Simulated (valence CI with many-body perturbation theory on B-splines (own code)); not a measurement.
## Sm LVIII: calculated level list

Calculated by configuration interaction combined with many-body perturbation theory (CI+MBPT): three valence electrons over a frozen Dirac-Fock core [He], radial functions for each j: 11 s, 11 p, 9 d, 7 f, 5 g, 2 h, 1 i, with the one-electron correlation potential Σ1, the two-electron term Σ2, the three-electron term Σ3, Breit, model QED; selected CI, second order for the rest (own B-spline code, finite nucleus).

The last digits are not significant, and no measured levels were compared; by estimate large intervals hold to a few tenths of a per cent, small ones and those within an open d or f shell to about a per cent.

Levels 46 to 90 of 101, with energies above the lowest level, (2s^2 2p1/2) J=1/2. "Leading %" is the weight of the configuration and term that name the level; weights of strongly mixed levels are sums over their largest components and can fall short. In the jj column 3d3/2^4 stands for four electrons in 3d with j = 3/2. Lifetimes count E1, E2, E3, M1 and M2 decay at the calculated energies, and are blank where another channel may lead or the interval is too uncertain; long ones can be off by a factor of two.

```csv
No.,Configuration,Term,J,E (× 10³ cm⁻¹),Leading %,Leading jj,Second component,Lifetime
46,2s.2p.3p,4P,3/2,64083,46,2s 2p3/2 3p1/2 (100 %),26 % 2s.2p.3p 4S,12.7 fs
47,2s.2p.3p,2D,5/2,64102,43,2s 2p3/2 3p1/2 (99 %),36 % 2s.2p.3p 4D,5.05 fs
48,2s.2p.3s,2P°,1/2,64120,91,2s 2p3/2 3s (99 %),9 % 2s.2p.3s 4P°,6.05 fs
49,2s.2p.3s,2P°,3/2,64158,83,2s 2p3/2 3s (99 %),16 % 2s.2p.3s 4P°,12.5 fs
50,2s.2p.3p,2P,1/2,64672,50,2s 2p3/2 3p1/2 (98 %),22 % 2s.2p.3p 2S,5.27 fs
51,2s.2p.3p,2D,3/2,64684,62,2s 2p3/2 3p1/2 (98 %),21 % 2s.2p.3p 2P,7.44 fs
52,2p2.3s,4P,3/2,65239,78,2p1/2 2p3/2 3s (93 %),14 % 2p2.3s 2P,12.8 fs
53,2p2.3s,2P,1/2,65294,60,2p1/2 2p3/2 3s (89 %),29 % 2p2.3s 4P,6.87 fs
54,2p2.3s,2D,5/2,65357,57,2p1/2 2p3/2 3s (89 %),32 % 2p2.3s 4P,10.9 fs
55,2p2.3s,2D,3/2,65418,54,2p1/2 2p3/2 3s (86 %),23 % 2p2.3s 2P,7.44 fs
56,2s.2p.3p,4D,7/2,65517,100,2s 2p3/2 3p3/2 (100 %),,746 fs
57,2s.2p.3p,2P,3/2,65636,44,2s 2p3/2 3p3/2 (81 %),27 % 2s.2p.3p 4S,5.90 fs
58,2p2.3p,4P°,1/2,65654,46,2p1/2 2p3/2 3p1/2 (95 %),27 % 2p2.3p 4D°,1.98 fs
59,2p2.3p,4D°,3/2,65697,52,2p1/2 2p3/2 3p1/2 (93 %),21 % 2p2.3p 2D°,1.84 fs
60,2s.2p.3p,4P,5/2,65749,49,2s 2p3/2 3p3/2 (91 %),40 % 2s.2p.3p 2D,6.31 fs
61,2s.2p.3p,2S,1/2,65788,46,2s 2p3/2 3p3/2 (90 %),35 % 2s.2p.3p 2P,3.05 fs
62,2p2.3p,2F°,5/2,65794,43,2p1/2 2p3/2 3p1/2 (89 %),27 % 2p2.3p 2D°,1.72 fs
63,2s.2p.3d,4D°,5/2,66017,42,2s 2p3/2 3d3/2 (90 %),20 % 2s.2p.3d 2D°,1.69 fs
64,2s.2p.3d,4F°,7/2,66049,48,2s 2p3/2 3d3/2 (92 %),30 % 2s.2p.3d 2F°,1.42 fs
65,2s.2p.3d,4D°,3/2,66050,37,2s 2p3/2 3d3/2 (86 %),36 % 2s.2p.3d 4P°,1.49 fs
66,2s.2p.3d,4P°,1/2,66077,80,2s 2p3/2 3d3/2 (95 %),13 % 2s.2p.3d 4D°,1.70 fs
67,2p2.3p,2P°,3/2,66102,38,2p1/2 2p3/2 3p1/2 (91 %),25 % 2p2.3p 2D°,3.22 fs
68,2s.2p.3p,2D,5/2,66178,74,2s 2p3/2 3p3/2 (98 %),14 % 2s.2p.3p 4D,6.93 fs
69,2s.2p.3p,2P,3/2,66294,58,2s 2p3/2 3p3/2 (98 %),28 % 2s.2p.3p 2D,7.42 fs
70,2s.2p.3d,4F°,9/2,66307,100,2s 2p3/2 3d5/2 (100 %),,23.4 ps
71,2s.2p.3p,2S,1/2,66317,61,2s 2p3/2 3p3/2 (99 %),20 % 2s.2p.3p 2P,136 fs
72,2s.2p.3d,2D°,3/2,66467,52,2s 2p3/2 3d5/2 (62 %),28 % 2s.2p.3d 4P°,1.81 fs
73,2s.2p.3d,2D°,5/2,66474,45,2s 2p3/2 3d5/2 (99 %),32 % 2s.2p.3d 4P°,1.60 fs
74,2s.2p.3d,2F°,7/2,66543,55,2s 2p3/2 3d5/2 (92 %),42 % 2s.2p.3d 4D°,919 as
75,2s.2p.3d,2F°,5/2,66638,69,2s 2p3/2 3d3/2 (98 %),13 % 2s.2p.3d 4F°,1.33 fs
76,2s.2p.3d,2P°,1/2,66647,61,2s 2p3/2 3d5/2 (52 %),29 % 2s.2p.3d 4D°,987 as
77,2s.2p.3d,2D°,3/2,66710,55,2s 2p3/2 3d3/2 (63 %),41 % 2s.2p.3d 2P°,1.08 fs
78,2s.2p.3d,2P°,1/2,66743,98,2s 2p3/2 3d3/2 (53 %),,1.55 fs
79,2s.2p.3d,2F°,7/2,66981,74,2s 2p3/2 3d5/2 (96 %),12 % 2s.2p.3d 4D°,3.70 fs
80,2s.2p.3d,2D°,5/2,67098,62,2s 2p3/2 3d5/2 (95 %),23 % 2s.2p.3d 2F°,918 as
81,2s.2p.3d,2P°,3/2,67120,74,2s 2p3/2 3d5/2 (98 %),8 % 2s.2p.3d 4D°,1.30 fs
82,2p2.3p,4D°,5/2,67262,50,2p1/2 2p3/2 3p3/2 (98 %),34 % 2p2.3p 4P°,4.08 fs
83,2p2.3p,2P°,1/2,67301,36,2p1/2 2p3/2 3p3/2 (98 %),32 % 2p2.3p 4P°,4.29 fs
84,2p2.3p,2D°,3/2,67349,52,2p1/2 2p3/2 3p3/2 (98 %),22 % 2p2.3p 4P°,4.21 fs
85,2p2.3p,2F°,7/2,67406,61,2p1/2 2p3/2 3p3/2 (96 %),35 % 2p2.3p 4D°,4.93 fs
86,2p2.3p,2P°,3/2,67504,34,2p1/2 2p3/2 3p3/2 (100 %),31 % 2p2.3p 4S°,4.26 fs
87,2p2.3p,2D°,5/2,67586,63,2p1/2 2p3/2 3p3/2 (98 %),16 % 2p2.3p 2F°,4.17 fs
88,2p2.3d,4F,3/2,67649,43,2p1/2 2p3/2 3d3/2 (99 %),27 % 2p2.3d 2P,4.17 fs
89,2p2.3d,4F,5/2,67660,54,2p1/2 2p3/2 3d3/2 (99 %),39 % 2p2.3d 2F,11.1 fs
90,2p2.3d,4D,1/2,67687,80,2p1/2 2p3/2 3d3/2 (100 %),14 % 2p2.3d 2P,7.92 fs
```
